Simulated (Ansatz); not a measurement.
A nudged elastic band was laid between two geometries of C3H9NSSi (15 atoms, charge 0, multiplicity 1).

These are results of RKS PBE-D4/cc-pVDZ in Ansatz 0.2.0, not measurements.

```
movable images  : 6
climbing image  : no
spring          : 5.0 eV/Å²
optimiser       : quadratic models (default)
start path      : IDPP
force threshold : 0.05 eV/Å
iteration limit : 60
end points      : relaxed
```

Initial state:

```xyz
15
Properties=species:S:1:pos:R:3
C -0.936 -0.042 1.471
C 0.243 0.110 0.501
S 1.751 0.395 1.598
C 0.379 -1.106 -0.484
Si -0.245 0.076 -1.853
N 0.074 1.170 -0.497
H -1.107 0.900 2.030
H -1.858 -0.282 0.903
H -0.754 -0.853 2.204
H 2.582 0.684 0.553
H -0.234 -1.982 -0.202
H 1.428 -1.427 -0.617
H 0.591 0.320 -3.089
H -1.684 -0.107 -2.294
H -0.250 2.093 -0.196
```

Final state:

```xyz
15
Properties=species:S:1:pos:R:3
C -0.915 -0.208 1.466
C 0.267 -0.049 0.501
S 1.808 -0.283 1.563
C 0.176 -1.017 -0.733
Si -0.248 0.530 -1.774
N 0.285 1.221 -0.231
H -1.869 -0.150 0.902
H -0.877 -1.183 1.993
H -0.909 0.599 2.227
H 2.670 0.090 0.571
H -0.577 -1.819 -0.619
H 1.151 -1.471 -0.986
H 0.597 0.900 -2.971
H -1.705 0.699 -2.161
H 0.125 2.092 0.281
```

What changes between the two ends?

No bond is made or broken. The dihedral H9–C1–C2–S3 goes from -56 to 64°. The two ends are copies of one structure, up to a mirror image or an exchange of like atoms.

What energy profile does the band end with?

The run converged. The highest image is number 3 of 0 to 7, 16.0 kJ/mol above the ends, which have the same energy within 2 meV. No image climbed, so the highest image needn't sit at the top of the path.

```tsv
image	path coordinate (Å)	energy (kJ/mol)	dihedral H9–C1–C2–S3 (°)
0	0.00	0.0	-56
1	0.52	3.2	-39
2	1.03	10.4	-22
3	1.55	16.0	-5
4	2.06	16.0	13
5	2.58	10.3	30
6	3.09	3.2	47
7	3.61	0.0	64
```

What is the geometry of the highest image?


```xyz
15
Properties=species:S:1:pos:R:3:forces:R:3
C -0.939 -0.151 1.493 0.01 0.00 0.00
C 0.250 -0.005 0.504 0.02 0.01 0.02
S 1.794 -0.102 1.586 -0.03 0.01 -0.02
C 0.233 -1.049 -0.674 0.00 0.00 0.01
Si -0.234 0.410 -1.820 0.00 0.00 0.01
N 0.225 1.213 -0.312 -0.03 -0.01 -0.01
H -1.535 0.782 1.505 0.02 0.02 0.02
H -1.613 -0.976 1.191 -0.02 0.02 -0.02
H -0.609 -0.352 2.531 0.00 -0.04 0.00
H 2.666 0.176 0.569 0.00 0.01 0.00
H -0.477 -1.883 -0.531 0.00 0.00 0.00
H 1.237 -1.463 -0.882 0.00 0.00 0.00
H 0.625 0.743 -3.019 0.00 0.00 0.00
H -1.686 0.493 -2.252 0.00 -0.01 0.00
H 0.042 2.113 0.138 0.01 0.00 0.00
```

Run time: 2.3 min on 2 threads of Arm Neoverse V1, with other jobs on the host, peak memory 0.2 GiB.
